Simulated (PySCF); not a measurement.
Species: B3Cl2H4N.
Atom-mapped SMILES: `[BH2:1][NH:2][BH:3][B:4]([Cl:5])[Cl:6]` (hydrogens: H7, H8 on B1; H9 on N2; H10 on B3)

Cartesian coordinates in Å at the PBE0-D3(BJ)/def2-SVP level; atoms count from 1:
```xyz
10
B3Cl2H4N angstrom
B     -0.1570    1.7637    0.3985
N      0.5124    0.5864   -0.0226
B      1.9192    0.4549   -0.1921
B      2.9818    1.7420    0.1045
Cl     3.4395    2.8515   -1.1755
Cl     3.7260    1.9455    1.6813
H     -1.3593    1.7676    0.5136
H      0.5029    2.7481    0.6341
H     -0.0595   -0.2306   -0.2171
H      2.3498   -0.6185   -0.5585
```

Level of theory: core-valence-separated Tamm–Dancoff BHandHLYP/aug-pcX-1 (pcseg-1 on H, def2-SVPD on Cl) in PySCF, non-relativistic, gas phase, PBE0-D3(BJ)/def2-SVP geometry.

Computed nitrogen K-edge spectrum, Gaussian lines of 0.4 eV full width, highest printed point 100; it ends one width below the last computed root. No shift to experiment was applied.

(photon energy (eV), absorption): (397.9, 0), (398.0, 1), (398.1, 3), (398.2, 12), (398.3, 32), (398.4, 63), (398.5, 93), (398.6, 100), (398.7, 78), (398.8, 44), (398.9, 18), (399.0, 5), (399.1, 1), (399.2, 1), (399.3, 3), (399.4, 8), (399.5, 13), (399.6, 16), (399.7, 14), (399.8, 9), (399.9, 6), (400.0, 8), (400.1, 18), (400.2, 31), (400.3, 38), (400.4, 34), (400.5, 21), (400.6, 9), (400.7, 3), (400.8, 1), (400.9, 0), (401.0, 0), (401.1, 0), (401.2, 0), (401.3, 0), (401.4, 0), (401.5, 0), (401.6, 0), (401.7, 0), (401.8, 1), (401.9, 3)

Task: Where are the maxima, and which lines make them up?

Result: 3 maxima:
- 398.6 eV: N2 (boron-bound nitrogen), 398.60 eV, f = 0.035, 85 % of the height at the exact maximum; N2 (boron-bound nitrogen), 398.46 eV, f = 0.008, 15 % of the height at the exact maximum
- 399.6 eV: N2 (boron-bound nitrogen), 399.61 eV, f = 0.007, 100 % of the height at the exact maximum
- 400.3 eV: N2 (boron-bound nitrogen), 400.31 eV, f = 0.016, 100 % of the height at the exact maximum

Roots within 0.03 eV on the same or equivalent atoms count as one line; shares under 12 % aren't listed.

Vibrational structure and lifetime widths aren't in the curve. The ionisation threshold wasn't computed; near and above it a finite basis only mimics Rydberg series and continuum.

One conformer stands for the species.
